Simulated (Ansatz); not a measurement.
One change: `[Cl][GeH3]` becomes `[Cl][GeH2][Cl]`.

Ansatz, PBE0-D4/def2-TZVP geometries, multiplicity 1. 

Scalar relativity is left out up to krypton.

```csv
property,`[Cl][GeH3]`
LUMO energy (B3LYP/def2-TZVPP) / eV,-0.56
HOMO energy (PBE/def2-TZVPP) / eV,-7.39
zero-point energy (PBE0-D4/def2-TZVP) / kJ/mol,64.4
HOMO–LUMO gap (PBE/def2-TZVPP) / eV,6.18
size of the dipole moment (PBE/def2-TZVPP) / D,1.85
LUMO energy (PBE/def2-TZVPP) / eV,-1.21
```

What does the change do to each property? (An estimate is asked.)

Computed: 
| property | `[Cl][GeH2][Cl]` | shift |
| --- | --- | --- |
| LUMO energy (B3LYP/def2-TZVPP) / eV | -1.01 | -0.45 |
| HOMO energy (PBE/def2-TZVPP) / eV | -7.63 | -0.24 |
| zero-point energy (PBE0-D4/def2-TZVP) / kJ/mol | 49.1 | -15.3 |
| HOMO–LUMO gap (PBE/def2-TZVPP) / eV | 5.96 | -0.22 |
| size of the dipole moment (PBE/def2-TZVPP) / D | 1.82 | -0.03 |
| LUMO energy (PBE/def2-TZVPP) / eV | -1.67 | -0.46 |

With PBE0 the HOMO falls by 0.23 eV and the LUMO falls by 0.40 eV, so the gap narrows by about 0.17 eV. PBE moves the HOMO by -0.24 eV and ωB97M-V by -0.22 eV. Dipoles are sizes alone; their direction can turn.

B3LYP here is the variant with VWN-RPA as its local correlation; programs differ in this.
